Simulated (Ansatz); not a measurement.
CH2Cl (SMILES [CH2]Cl) moved off its minimum; all values from Ansatz (a first-principles code), cores frozen in correlated methods. Open shells are unrestricted.
(charge 0, multiplicity 2)
```xyz
4

C     -1.0364     0.0543    -0.1148
Cl     0.3624    -0.1172    -0.0402
H     -1.6268     0.8749     0.0092
H     -1.7014    -0.9596     0.1101
```

Give the forces (eV/Å), the total energy and the dipole at CCSD(T)/aug-cc-pV(T+d)Z.


```json
[
 {"atom": "C1", "Fx": "-16.553", "Fy": "-3.889", "Fz": "-0.021"},
 {"atom": "Cl2", "Fx": "16.154", "Fy": "-1.225", "Fz": "0.676"},
 {"atom": "H3", "Fx": "-0.952", "Fy": "2.577", "Fz": "0.137"},
 {"atom": "H4", "Fx": "1.351", "Fy": "2.537", "Fz": "-0.791"}
]
```
Energy -498.8244 hartree, dipole 0.44 D.
